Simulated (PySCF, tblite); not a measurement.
Isomers of [C5H12PSi]+ (charge +1), one GFN2-xTB conformer each. Single-point energies are computed at PBE0/pcSseg-1 (PySCF, gas phase, no added dispersion term), electronic only.

```tsv
SMILES	GFN2-xTB relative energy (kJ/mol)
C=C[PH+](C=C)C[SiH3]	142.5
C[P@@H+]1CC=C([SiH3])C1	0.0
```

Conformers: `[CH2:1]=[CH:2][PH+:3]([CH:4]=[CH2:5])[CH2:6][SiH3:7]` (charge +1) with C1–C2–P3–C4 114°, C2–P3–C4–C5 -117°, C2–P3–C6–Si7 167°; `[CH3:1][P@@H+:2]1[CH2:3][CH:4]=[C:5]([SiH3:6])[CH2:7]1` (charge +1) with C1–P2–C3–C4 -105°, P2–C3–C4–C5 -10°, C4–C5–C7–P2 10°, C1–P2–C7–C5 105°.

What does PBE0/pcSseg-1 give for the same structures?

```
                 SMILES  PBE0/pcSseg-1 E (Eh)  PBE0/pcSseg-1 (kJ/mol)  GFN2-xTB (kJ/mol)  point group
C[P@@H+]1CC=C([SiH3])C1            -827.79747                     0.0                0.0           C1
   C=C[PH+](C=C)C[SiH3]            -827.75462                   112.5              142.5           C1
```

Both levels put the same isomer lowest. 

Which frontier levels and rotational constants go with these structures?

```json
{"SMILES": "C[P@@H+]1CC=C([SiH3])C1", "HOMO (eV, PBE0/pcSseg-1)": "-11.75", "LUMO (eV)": "-4.34", "A, B, C (MHz)": "3725, 992.6, 887.0"}
{"SMILES": "C=C[PH+](C=C)C[SiH3]", "HOMO (eV, PBE0/pcSseg-1)": "-12.65", "LUMO (eV)": "-5.59", "A, B, C (MHz)": "2199, 1113, 813.5"}
```

What happens when harmonic zero-point energies from GFN2-xTB frequencies are added?

```csv
SMILES,ZPE (kJ/mol),electronic (kJ/mol),with ZPE (kJ/mol)
C[P@@H+]1CC=C([SiH3])C1,382.5,0.0,0.0
C=C[PH+](C=C)C[SiH3],375.2,112.5,105.3
```

The zero-point energies span 7.3 kJ/mol. The order is unchanged.
